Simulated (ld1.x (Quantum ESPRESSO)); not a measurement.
Plane-wave convergence, RRKJ potential for Ni

* Element: Ni
* Generator: ld1.x (Quantum ESPRESSO) 7.5
* Type: norm-conserving RRKJ (Kleinman–Bylander form)
* Functional: PBEsol
* Relativity: scalar-relativistic
* Frozen core: [Ne]
* Valence charge: 18
* Reference configuration: 3s2 3p6 3d9 4s1 4p0
* Partial waves: 3s (bound): rc 1.00 bohr; 3d (bound): rc 1.50 bohr; 3p (bound): rc 0.90 bohr
* Local potential: the p channel
* Core correction: Bessel-smoothed model core, default radius (core density twice the valence density)

Occupied shells without a wave of their own: 4s. They enter only through the test configuration that unscreens the potential, and ld1.x also counts them in the model core charge.

The pseudo-atom Hamiltonian at the reference potential is diagonalised in spherical Bessel functions j_l(qr) that vanish at 20 bohr, with q² up to the cutoff. All-electron valence levels (Ry): 3s -7.7705, 4s -0.3302, 3d -0.3429, 3p -4.8753, 4p -0.0512.

**Question.** How do the lowest levels (Ry) of each channel move with the cutoff, and are there ghosts?

**Answer.**

```csv
cutoff (Ry),s #1,s #2,s #3,d #1,d #2,p #1,p #2,p #3,f #1,Σ f·Δε (mRy)
8,-6.3050,-0.2295,0.0197,0.0629,0.1521,-1.2420,0.0050,0.0885,0.1119,28491.4
18,-7.1594,-0.3075,0.0118,0.0627,0.1506,-3.0370,-0.0203,0.0679,0.1119,15932.3
30,-7.1891,-0.3110,0.0115,0.0622,0.1469,-4.2355,-0.0384,0.0593,0.1119,8674.4
50,-7.5019,-0.3222,0.0105,-0.2022,0.0648,-4.7987,-0.0494,0.0555,0.1119,2278.8
70,-7.6938,-0.3319,0.0097,-0.3388,0.0643,-4.8678,-0.0512,0.0549,0.1119,240.6
110,-7.7689,-0.3366,0.0093,-0.3427,0.0643,-4.8721,-0.0514,0.0548,0.1119,25.3
160,-7.7701,-0.3367,0.0093,-0.3429,0.0643,-4.8752,-0.0514,0.0548,0.1119,2.5
260,-7.7705,-0.3367,0.0093,-0.3429,0.0643,-4.8754,-0.0514,0.0548,0.1119,0.3
400,-7.7706,-0.3367,0.0093,-0.3429,0.0643,-4.8754,-0.0514,0.0548,0.1119,0.0
```

Result: no extra level below or beside the all-electron valence levels (s, d, p, f tested); 10 mRy is reached at 140 Ry and 1 mRy at 200 Ry.

ld1.x takes every shell without a wave as core, so the model core holds the 4s electrons as well and exchange and correlation see them twice. This cancels in the reference configuration, but the file is broken for other ones, and its errors say nothing about a proper core correction. Its largest configuration-test error is -833 meV.
